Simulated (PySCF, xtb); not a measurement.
C2H3Cl3F2Si2, SMILES Cl[Si](/C=C/[SiH](F)F)(Cl)Cl. One conformer was computed; it need not be the lowest.

Harmonic wavenumbers (cm⁻¹) from GFN2-xTB in xtb at its own minimum, in rising order: 9, 37, 59, 61, 102, 120, 130, 150, 185, 218, 272, 279, 327, 430, 508, 519, 621, 636, 692, 761, 774, 865, 884, 1026, 1196, 1307, 1629, 2439, 3034, 3042.

**Question.** What does r2SCAN-D4/def2-SVP in PySCF 2.14.0 give at its own minimum? (An estimate is asked for; the answer gives what the named calculation found.)

**Answer.** 26, 49, 70, 95, 130, 157, 163, 197, 234, 283, 321, 328, 406, 484, 609, 612, 716, 767, 774, 825, 844, 910, 971, 1038, 1168, 1292, 1630, 2299, 3121, 3127. Paired by order, the mean absolute difference is 57 cm⁻¹ and the zero-point energies are 31.9 and 33.8 kcal/mol.
